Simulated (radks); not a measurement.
The mercury ion Hg2+, 78 electrons, occupied as [Xe] 4f14 5d10 (the NIST ground configuration). All-electron calculation, Dirac Kohn-Sham, BLYP, spin-unpolarised, spherical densities, point nucleus. Program: a radial shooting solver on a logarithmic mesh with Libxc functionals.

Normalised radial functions P(r) = r R(r) (large component), r in bohr:

r	5s1/2	5d3/2
0.001106	0.0933	0.0000
0.001704	0.1251	0.0001
0.002604	0.1614	0.0002
0.004011	0.1982	0.0005
0.006129	0.2208	0.0015
0.009441	0.2049	0.0044
0.01443	0.1171	0.0122
0.02222	-0.0658	0.0331
0.03395	-0.2779	0.0810
0.0523	-0.3190	0.1730
0.07992	0.0250	0.2821
0.1231	0.4707	0.2798
0.1881	0.1517	-0.0075
0.2874	-0.6546	-0.4066
0.4428	-0.1838	-0.2948
0.6766	1.0732	0.4111
1.042	1.0641	0.9162
1.592	0.3391	0.7623
2.453	0.0335	0.3455
3.748	0.0008	0.0817

5s1/2: eigenvalue -137.06 eV, 4 radial nodes at r = 0.0194, 0.0783, 0.203, 0.470 bohr, <r> = 0.902 bohr, 90 % of the charge inside 1.29 bohr. 5d3/2: eigenvalue -29.825 eV, 2 radial nodes at r = 0.187, 0.540 bohr, <r> = 1.42 bohr, 90 % of the charge inside 2.17 bohr.
